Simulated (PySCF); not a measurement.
The vertical singlet excitations below were computed for one of the candidates. The calculation used TDDFT B3LYP/def2-SVPD, vertical, gas phase, core orbitals frozen in the response (PySCF). Geometries: GFN2-xTB, one conformer each.

```csv
state,E (eV),f,"main configurations (H = HOMO, L = LUMO)"
S1,4.30,0.0000,H→L (97%)
S2,5.70,0.022,H-1→L (99%)
S3,6.62,0.0068,H→L+1 (95%)
S4,6.98,0.0032,H→L+2 (90%)
S5,7.02,0.011,H-2→L (87%)
S6,7.11,0.0073,H→L+3 (86%)
S7,7.34,0.011,H-1→L+1 (92%)
S8,7.45,0.032,H-1→L+2 (86%)
```

Triplets computed (Tamm–Dancoff): 3.77, 5.38, 6.28 eV.

Question: Which candidate is it? All have the formula C6H10O2.
A. `CO[C@@H]1C=C(C)CO1`
B. `C[C@@H]1COCCC1=O`
C. `COCC1=CCOC1`
D. `C/C=C/COC(C)=O`

Answer: B. Its S1, at 4.30 eV, is the lowest among the candidates; the nearest of the others has S1 at 5.66 eV. S1 is HOMO→LUMO (97%). S1 has the pattern of n→π* at C=O. At the same level the other candidates give, for their lowest levels:
- `CO[C@@H]1C=C(C)CO1`: 6.36 eV (f 0.048); 6.54 eV (f 0.045); 6.60 eV (f 0.002); 7.03 eV (f 0.063); 7.07 eV (f 0.109); T1 4.48 eV; HOMO -7.07, LUMO -0.02 eV
- `COCC1=CCOC1`: 5.66 eV (f 0.073); 6.11 eV (f 0.004); 6.18 eV (f 0.009); 6.74 eV (f 0.009); 6.88 eV (f 0.017); T1 4.31 eV; HOMO -6.66, LUMO -0.22 eV
- `C/C=C/COC(C)=O`: 5.90 eV (f 0.001); 6.14 eV (f 0.001); 6.61 eV (f 0.002); 6.95 eV (f 0.004); 7.10 eV (f 0.001); T1 4.52 eV; HOMO -7.03, LUMO -0.05 eV
